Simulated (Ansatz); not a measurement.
`[Cl][GaH][Br]` + H₂S → `[SH][GaH][Cl]` + HBr at 298.15 K and 1 bar (ligand exchange at a Ga–Br bond).

Computed with Ansatz on PBE0-D4/def2-TZVP structures; ΔE is electronic, products minus reactants. CCSD(T)/CBS adds triple-zeta CCSD(T) − MP2 to the extrapolated MP2 energy (def2 sets, frozen cores). This one scheme is used for every species. For Br, Ga outer-core shells are correlated without core-valence functions, which leaves a few kJ/mol of doubt a bond. Scalar relativity is left out up to krypton. One conformer a species, not always the lowest.

```json
{"species": "`[Cl][GaH][Br]`", "CCSD(T)/CBS energy (Eh)": "-4957.74201", "H − E (kJ/mol)": "38.3", "S (J/(mol·K))": "317.5"}
{"species": "H₂S", "CCSD(T)/CBS energy (Eh)": "-398.97279", "H − E (kJ/mol)": "49.9", "S (J/(mol·K))": "205.7"}
{"species": "`[SH][GaH][Cl]`", "CCSD(T)/CBS energy (Eh)": "-2782.78263", "H − E (kJ/mol)": "62.2", "S (J/(mol·K))": "314.5"}
{"species": "HBr", "CCSD(T)/CBS energy (Eh)": "-2573.91920", "H − E (kJ/mol)": "24.6", "S (J/(mol·K))": "198.6"}
```

H − E and S are ideal-gas, rigid-rotor, harmonic terms from PBE0-D4/def2-TZVP, for one conformer and one mirror image of each species. 1 Eh = 2625.50 kJ/mol, R = 8.31446 J/(mol·K).

Problem. By hand: ΔE, ΔH, ΔS and ΔG.

Solution. ΔE = (-2782.78263) + (-2573.91920) − (-4957.74201) − (-398.97279) = 0.01297 Eh = 34.1 kJ/mol. Δ(H − E) = 62.2 + 24.6 − 38.3 − 49.9 = -1.4, so ΔH = 32.7 kJ/mol. ΔS = 314.5 + 198.6 − 317.5 − 205.7 = -10.1 J/(mol·K). ΔG = 32.7 − 298.15 × (-10.1)/1000 = 35.7 kJ/mol.

Problem. By hand: the equilibrium constant, and the temperature at which ΔG would vanish if ΔH and ΔS stayed fixed.

Solution. log₁₀ K = −ΔG/(RT ln 10) = -6.3. ΔH and −TΔS have one sign here, so there is no such temperature.

The number of gas molecules stays the same, so ΔS is small and ΔH decides. A doubt of 5 kJ/mol in ΔE shifts log₁₀ K by 0.9 here. Other conformers and mirror images would add mixing entropy, several J/(mol·K) or more a flexible species. These are equilibria of isolated gas molecules and say nothing of rates. Largest T1 diagnostic: 0.012 (customary marks: 0.02 for closed shells, 0.045 for open ones).

ΔS is within the doubt of such terms, so its sign, and with it that verdict, could turn.
